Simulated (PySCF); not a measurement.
Start geometry of `[I][Sn]([I])([I])[I]` from GFN2-xTB (Å):
```
atom  x, y, z in Å
I1     0.4561   -2.1192   -1.7210
Sn2   -0.0050   -0.0069   -0.0086
I3    -0.8341    2.2003   -1.4248
I4     2.3563    0.5877    1.3205
I5    -1.9398   -0.6960    1.7960
```

Q: What comes out of this run: PySCF, PBE0-D3(BJ)/def2-SVP geometry optimisation, gas phase, def2 core potentials past Kr?

A: 
```
atom  x, y, z in Å
I1    -0.6433   -1.4390   -2.1757
Sn2    0.0055   -0.0063   -0.0088
I3     0.2747    2.5714   -0.6802
I4     2.3145   -0.9276    0.9853
I5    -1.9178   -0.2329    1.8417
```

The energy falls by 0.118 eV over 7 energy and gradient evaluations, the largest force component goes from 0.0140 to 2.1e-04 Eh/bohr, and the atoms move by 0.070 Å rms after alignment. The bond that changes most is Sn2–I4 (ends: tin bonded to 4 I; iodine bonded to Sn), which shortens by 0.097 Å. Bonds longer at the end by more than 0.005 Å: 0 of 4; shorter: 4. The orientation of the end geometry is arbitrary; only internal coordinates are fixed.

The run used 130 basis functions and 47 SCF cycles in all. On 2 threads of an Arm Neoverse V1, shared host, this took 82 s wall, 2.1 min CPU and 0.62 GiB of memory at its peak.

No PBE0-D3(BJ)/def2-SVP frequencies stand behind this structure, so it isn't proved a minimum.
